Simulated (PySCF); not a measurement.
C₂H₆SZn. Atoms are numbered in the order given.

```xyz
10

Zn     0.0617    -0.0051     0.1833
C      0.7709    -1.6629    -0.5664
C      0.5172    -1.8594    -2.0666
H      0.3323    -2.5013     0.0184
H      1.8608    -1.6840    -0.3462
H      0.9728    -1.0534    -2.6785
H     -0.5652    -1.8748    -2.3111
H      0.9424    -2.8190    -2.4348
S     -0.7192     1.8763     1.0164
H     -1.6168     1.1992     1.7897
```
Charge 0, spin multiplicity 1.

Geometry: PBE-D3(BJ)/def2-SVP. The isomer is the one that the SMILES or the coordinates give; other isomers of the formula were not compared. One conformer was computed; it need not be the lowest.

These are PBE-D3(BJ)/def2-SVP (PySCF 2.14.0) values and carry that method's errors.

Frequencies are harmonic and unscaled.

A small imaginary wavenumber (i) marks a very flat motion, where grid noise or a shallow saddle decides the sign.

```csv
mode,ν (cm⁻¹),IR (km/mol),moving atoms (share of kinetic energy)
1,5i,13.7,H 94 %
2,71,1.8,"Zn 33 %, S 28 %, C 24 %, H 14 %"
3,95,3.5,"Zn 35 %, H 31 %, S 19 %, C 15 %"
4,226,5.2,"C 54 %, H 21 %, Zn 18 %"
5,238,1.6,"H 84 %, C 12 %"
6,358,19.9,"S 61 %, Zn 18 %, C 14 %"
7,534,22.9,"C 50 %, Zn 26 %, H 22 %"
8,575,20.3,H 88 %
9,625,13.0,"H 82 %, C 15 %"
10,908,1.5,"H 91 %, C 9 %"
11,937,5.5,"H 86 %, C 14 %"
12,1017,7.9,"C 77 %, H 23 %"
13,1162,14.9,"H 64 %, C 36 %"
14,1203,1.9,"H 77 %, C 23 %"
15,1347,6.9,"H 82 %, C 18 %"
16,1383,1.0,"H 90 %, C 10 %"
17,1424,1.7,H 97 %
18,1430,6.8,H 97 %
19,2603,3.4,H 97 %
20,2952,52.6,H 97 %
21,2969,13.8,H 95 %
22,3017,3.2,"H 91 %, C 9 %"
23,3026,22.6,"H 91 %, C 9 %"
24,3049,28.0,"H 91 %, C 9 %"
```
